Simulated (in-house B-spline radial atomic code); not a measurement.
A fraction x of an electron is moved 2p → 3p in the argon ion Ar⁵⁺, starting from [Ne] 3s2 3p1 and keeping the highest spin. All numbers are computed (non-relativistic BLYP, spin-polarised, spherical fractional occupations; point nucleus) with a radial B-spline atomic code at the basis-set limit, not measured.

| x | E(x) - E(0) (eV) | 2p down level (eV) | 3p up level (eV) |
| --- | --- | --- | --- |
| 0 | 0.0000 | -319.667 | -82.810 |
| 0.125 | 29.7649 | -323.002 | -83.621 |
| 0.25 | 59.8451 | -326.327 | -84.424 |
| 0.375 | 90.2403 | -329.640 | -85.221 |
| 0.5 | 120.9498 | -332.942 | -86.011 |
| 0.625 | ? | ? | ? |
| 0.75 | 183.3088 | -339.509 | -87.573 |
| 0.875 | ? | ? | ? |
| 1 | 246.9148 | -346.022 | -89.116 |

Problem. What belongs in the row x = 0.625?

Solution. An energy change of 151.9729 eV; 2p down at -336.232 eV, 3p up at -86.795 eV.

Problem. What belongs in the row x = 0.875?

Solution. An energy change of 214.9565 eV; 2p down at -342.773 eV, 3p up at -88.347 eV.

Problem. Check Janak's theorem between x = 0.125 and 0.25.

Solution. The slope of the energy is 240.64 eV; the orbital levels give 240.64 eV (ε of the receiving orbital less ε of the emptying one, averaged over the two points).
